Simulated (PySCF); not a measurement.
# Two-dimensional NMR puzzle

Compound of formula C6H5ClO. Correlations simulated from computed shifts and the bond graph:

HSQC (one-bond C–H):
```tsv
δH	δC
7.41	137.8
7.07	126.4
6.95	118.4
6.70	119.3
```

COSY cross peaks (H two or three bonds apart, from the bond graph; peaks can be absent where the dihedral angle is near 90°):
```tsv
δH	δH
7.41	7.07
7.41	6.95
```

HMBC (two and three bonds, from the bond graph):
```tsv
δH	δC
7.41	165.6, 148.3, 126.4, 118.4
7.07	148.3, 137.8, 119.3, 118.4
6.95	165.6, 137.8, 126.4, 119.3
6.70	165.6, 148.3, 126.4, 118.4
```

Carbons without hydrogens: δ 165.6, 148.3.

Computational details: geometry from PBE0-D3(BJ)/def2-TZVP, NMR shieldings at B97-2/pcSseg-2/GIAO, in PySCF (non-relativistic Hamiltonian, no solvent model, one computed conformer).

Chemical shifts δ = σref − σ; TMS for 1H and 13C, all at this level.

Exchangeable hydrogens are left out of these lists.

**Question.** Assemble the structure.

**Answer.** `Oc1cccc(Cl)c1`.

Mapped SMILES: `[OH:1][c:2]1[cH:3][cH:4][cH:5][c:6]([Cl:7])[cH:8]1`. Hydrogens are named by the atom that carries them.

- δC 165.6 is C2, an aromatic carbon bearing oxygen.
- δC 148.3 is C6, an aromatic carbon bearing chlorine.
- δC 137.8 is C4, an aromatic CH (δH 7.41).
- δC 126.4 is C5, an aromatic CH (δH 7.07).
- δC 119.3 is C8, an aromatic CH (δH 6.70).
- δC 118.4 is C3, an aromatic CH (δH 6.95).
- HMBC from δH 7.41 reaches the proton-free carbons C2, C6.
- HMBC from δH 7.07 reaches the proton-free carbon C6.
- HMBC from δH 6.95 reaches the proton-free carbon C2.
- HMBC from δH 6.70 reaches the proton-free carbons C2, C6.
- COSY links 7.41–7.07, 7.41–6.95.

This is the structure that produced the data.

OH and NH positions are those of a molecule without intermolecular hydrogen bonds; in solution they move with solvent, concentration and temperature, and exchange usually removes their couplings. Carbons that carry Cl, above all several Cl atoms, come out too deshielded, partly because spin–orbit coupling is missing. Shifts are as computed. Against solution values, carbons near 30 ppm lie about +3 ppm off and those near 130 ppm about +7 ppm; carbons on Cl a further +5 ppm. Of 1211 compounds with measured shifts, 218 miss one by over three times the rms of a fit or turn the order of signals round; such compounds aren't used in these exercises.
